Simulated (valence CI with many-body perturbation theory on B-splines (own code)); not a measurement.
The numbers below are computed, except where a source is named.
Basis-set convergence for Se29+

Method: configuration interaction combined with many-body perturbation theory (CI+MBPT): three valence electrons over a frozen Dirac-Fock core [He], radial functions for each j: 9 s, 9 p, 8 d, 6 f, 3 g, 1 h, with the one-electron correlation potential Σ1, the two-electron term Σ2, the three-electron term Σ3, Breit, model QED; selected CI, second order for the rest, scaled by the run's own slope (own B-spline code, finite nucleus).

No measured spectrum was set against this ion. As an estimate, large intervals hold to a few tenths of a per cent, small ones and those within an open d or f shell to about a per cent.

The reference run has the lowest level 2s²2p ²P°_1/2 and an ionisation energy of 3302.80 eV. Its largest variational space holds 10739 state functions.

Names give the largest LS component (configuration and term), which can be under half, so a name can repeat, a term be missing and a line seem to break the LS rules; names also repeat where a configuration has a term twice.

Changed runs:
A. basis 6 s, 6 p, 5 d, 3 f, 1 g
B. basis 5 s, 5 p, 4 d, 2 f

Excitation energies of the reference run in cm⁻¹, and shifts in cm⁻¹:

```csv
Level,Reference,A,B
2s²2p ²P°_3/2,383772,-2.6,-14
2s2p² ⁴P_1/2,634413,-111,-315
2s2p² ⁴P_3/2,866939,-156,-455
2s2p² ⁴P_5/2,990062,-81,-260
2s2p² ²D_3/2,1255170,+120,+380
2s2p² ²P_1/2,1340330,+122,+428
2s2p² ²D_5/2,1420020,+51,+159
2s2p² ²S_1/2,1750670,+156,+534
2s2p² ²P_3/2,1762060,+134,+453
2p³ ⁴S°_3/2,2021210,-15,-25
2p³ ²D°_3/2,2313580,+19,+79
2p³ ²D°_5/2,2400230,+117,+337
Ionisation energy (eV),3302.80,-0.015,-0.06
```
